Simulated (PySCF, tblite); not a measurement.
Isomers of C7H9O2P, one GFN2-xTB conformer each. Single-point energies are computed at PBE0/pcSseg-1 (PySCF, gas phase, no added dispersion term), electronic only.

```csv
SMILES,GFN2-xTB relative energy (kcal/mol)
C=C[P@@](C)(=O)c1ccco1,0.0
C#C[P@](=O)(C(C)=O)C1CC1,44.3
C#CCP(C=C)C(=O)OC,69.5
C#CP(CC=C)C(=O)OC,70.2
```

Conformers: `[CH2:1]=[CH:2][P@@:3]([CH3:4])(=[O:5])[c:6]1[cH:7][cH:8][cH:9][o:10]1` with C1–C2–P3–C4 -126°, C2–P3–C6–C7 -122°; `[CH:1]#[C:2][P@:3](=[O:4])([C:5]([CH3:6])=[O:7])[CH:8]1[CH2:9][CH2:10]1` with C2–P3–C5–C6 107°, C2–P3–C8–C9 -85°; `[CH:1]#[C:2][CH2:3][P:4]([CH:5]=[CH2:6])[C:7](=[O:8])[O:9][CH3:10]` with C2–C3–P4–C5 -82°, C3–P4–C5–C6 31°, C3–P4–C7–O8 -28°, P4–C7–O9–C10 176°; `[CH:1]#[C:2][P:3]([CH2:4][CH:5]=[CH2:6])[C:7](=[O:8])[O:9][CH3:10]` with C2–P3–C4–C5 -70°, P3–C4–C5–C6 -112°, C2–P3–C7–O8 -121°, P3–C7–O9–C10 178°.

**Question.** What does PBE0/pcSseg-1 give for the same structures?

**Answer.** 
```json
{"SMILES": "C=C[P@@](C)(=O)c1ccco1", "PBE0/pcSseg-1 E (Eh)": "-763.26404", "PBE0/pcSseg-1 (kcal/mol)": "0.0", "GFN2-xTB (kcal/mol)": "0.0", "point group": "C1"}
{"SMILES": "C#C[P@](=O)(C(C)=O)C1CC1", "PBE0/pcSseg-1 E (Eh)": "-763.19570", "PBE0/pcSseg-1 (kcal/mol)": "42.9", "GFN2-xTB (kcal/mol)": "44.3", "point group": "C1"}
{"SMILES": "C#CP(CC=C)C(=O)OC", "PBE0/pcSseg-1 E (Eh)": "-763.18821", "PBE0/pcSseg-1 (kcal/mol)": "47.6", "GFN2-xTB (kcal/mol)": "70.2", "point group": "C1"}
{"SMILES": "C#CCP(C=C)C(=O)OC", "PBE0/pcSseg-1 E (Eh)": "-763.18816", "PBE0/pcSseg-1 (kcal/mol)": "47.6", "GFN2-xTB (kcal/mol)": "69.5", "point group": "C1"}
```

Both levels put the same isomer lowest; measured from each level's own lowest isomer, the values differ by up to 22.6 kcal/mol (C#CP(CC=C)C(=O)OC: 70.2 against 47.6). As drawn, the lowest has an aromatic ring and a P=O bond, which the highest lacks; the highest has a C=O bond, a C≡C bond and a C(=O)–O unit, which the lowest lacks. Neighbours under 2.5 kcal/mol apart (C#CP(CC=C)C(=O)OC and C#CCP(C=C)C(=O)OC) can change places with a better method, another conformer or zero-point energy.

**Question.** Which frontier levels, dipoles and rotational constants go with these structures?

**Answer.** 
```json
{"SMILES": "C=C[P@@](C)(=O)c1ccco1", "HOMO (eV, PBE0/pcSseg-1)": "-6.99", "LUMO (eV)": "-0.79", "dipole (D)": "3.50", "A, B, C (MHz)": "2065, 789.5, 775.7"}
{"SMILES": "C#C[P@](=O)(C(C)=O)C1CC1", "HOMO (eV, PBE0/pcSseg-1)": "-7.18", "LUMO (eV)": "-1.62", "dipole (D)": "1.45", "A, B, C (MHz)": "1417, 1010, 818.8"}
{"SMILES": "C#CP(CC=C)C(=O)OC", "HOMO (eV, PBE0/pcSseg-1)": "-7.01", "LUMO (eV)": "-0.32", "dipole (D)": "1.67", "A, B, C (MHz)": "2052, 692.4, 563.9"}
{"SMILES": "C#CCP(C=C)C(=O)OC", "HOMO (eV, PBE0/pcSseg-1)": "-6.87", "LUMO (eV)": "-0.46", "dipole (D)": "2.28", "A, B, C (MHz)": "2283, 686.2, 573.1"}
```

**Question.** What happens when harmonic zero-point energies from GFN2-xTB frequencies are added?

**Answer.** 
```
                  SMILES  ZPE (kcal/mol)  electronic (kcal/mol)  with ZPE (kcal/mol)
  C=C[P@@](C)(=O)c1ccco1            88.9                    0.0                  0.0
C#C[P@](=O)(C(C)=O)C1CC1            87.7                   42.9                 41.7
       C#CP(CC=C)C(=O)OC            86.9                   47.6                 45.6
       C#CCP(C=C)C(=O)OC            86.7                   47.6                 45.4
```

The zero-point energies span 2.2 kcal/mol. The lowest isomer stays, but the order above it changes.
